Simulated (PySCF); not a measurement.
# Nuclear quadrupole coupling in `CO[P@@]1(=O)OC[C@@H](C)O1`

C₄H₉O₄P.
Atom-mapped SMILES: `[CH3:1][O:2][P@@:3]1(=[O:4])[O:5][CH2:6][C@@H:7]([CH3:8])[O:9]1` (hydrogens: H10, H11, H12 on C1; H13, H14 on C6; H15 on C7; H16, H17, H18 on C8)

Cartesian coordinates in Å at the PBE0-D3(BJ)/def2-SVP level; atoms count from 1:
```xyz
18
C4H9O4P angstrom
C      2.7107    1.1632    0.7877
O      1.3844    0.6615    0.6996
P      1.0183   -0.5664   -0.2630
O      2.1718   -1.1819   -0.9353
O      0.0759   -1.4786    0.6892
C     -1.2303   -1.6055    0.1503
C     -1.4627   -0.3347   -0.6805
C     -1.9834    0.8363    0.1256
O     -0.1744   -0.0359   -1.2232
H      3.0512    1.0802    1.8298
H      3.3844    0.5917    0.1332
H      2.7097    2.2215    0.4897
H     -1.2848   -2.5105   -0.4776
H     -1.9452   -1.7000    0.9795
H     -2.1258   -0.5461   -1.5328
H     -1.9902    1.7449   -0.4922
H     -3.0097    0.6399    0.4708
H     -1.3437    1.0192    1.0020
```

Field gradients from the PBE0/pcSseg-1 density (PySCF, non-relativistic), principal values in atomic units, ordered |Vxx| ≤ |Vyy| ≤ |Vzz|:

```
atom      Vxx      Vyy     Vzz
  O2  -0.3559  -1.4182  1.7741
  O4  -0.3210  -0.5229  0.8439
  O5  -0.1917  -1.5305  1.7222
  O9  -0.2002  -1.4814  1.6816
```

Q: Find the asymmetry η = (Vxx − Vyy)/Vzz and the couplings χ = eQV/h (234.96 MHz × Q in barn × V in au), with Q(17O) = −0.0256 b.

A: 
```csv
atom,environment,nucleus,η,χzz (MHz),χxx (MHz),χyy (MHz)
O2,oxygen bonded to C and P,17O,0.60,-10.67,2.14,8.53
O4,phosphoryl oxygen,17O,0.24,-5.08,1.93,3.15
O5,oxygen bonded to C and P,17O,0.78,-10.36,1.15,9.21
O9,oxygen bonded to C and P,17O,0.76,-10.11,1.20,8.91
```

Q: What is Vzz at O4 in SI units (1 au = 9.71736 × 10²¹ V/m²)?

A: 0.8439 au = 8.201 × 10²¹ V/m².

Q: And the gradient at the other heavy atoms, for which no coupling is worked out here?

A: 
| atom | environment | Vzz (au) | η |
| --- | --- | --- | --- |
| C1 | methoxy carbon | 0.514 | 0.10 |
| P3 | phosphoryl phosphorus | -0.789 | 0.45 |
| C6 | sp3 carbon bound to oxygen | 0.445 | 0.18 |
| C7 | sp3 carbon bound to oxygen | 0.450 | 0.18 |
| C8 | methyl carbon | 0.065 | 0.50 |

Q: What couplings would deuterons (Q(2H) = 0.00286 b) have in place of the hydrogens, at this geometry?

A: 
```json
{"atom": "H10", "bonded to": "C1", "bond length (Å)": "1.099", "Vzz (au)": "0.2843", "η": "0.08", "χzz (kHz)": "191"}
{"atom": "H11", "bonded to": "C1", "bond length (Å)": "1.099", "Vzz (au)": "0.2722", "η": "0.10", "χzz (kHz)": "183"}
{"atom": "H12", "bonded to": "C1", "bond length (Å)": "1.099", "Vzz (au)": "0.2844", "η": "0.08", "χzz (kHz)": "191"}
{"atom": "H13", "bonded to": "C6", "bond length (Å)": "1.103", "Vzz (au)": "0.2736", "η": "0.06", "χzz (kHz)": "184"}
{"atom": "H14", "bonded to": "C6", "bond length (Å)": "1.099", "Vzz (au)": "0.2822", "η": "0.06", "χzz (kHz)": "190"}
{"atom": "H15", "bonded to": "C7", "bond length (Å)": "1.100", "Vzz (au)": "0.2776", "η": "0.04", "χzz (kHz)": "187"}
{"atom": "H16", "bonded to": "C8", "bond length (Å)": "1.099", "Vzz (au)": "0.2929", "η": "0.03", "χzz (kHz)": "197"}
{"atom": "H17", "bonded to": "C8", "bond length (Å)": "1.100", "Vzz (au)": "0.2913", "η": "0.03", "χzz (kHz)": "196"}
{"atom": "H18", "bonded to": "C8", "bond length (Å)": "1.100", "Vzz (au)": "0.2848", "η": "0.04", "χzz (kHz)": "191"}
```

Isolated species at its PBE0-D3(BJ)/def2-SVP geometry (one conformer only). With so small a basis the couplings can be 20 % off.
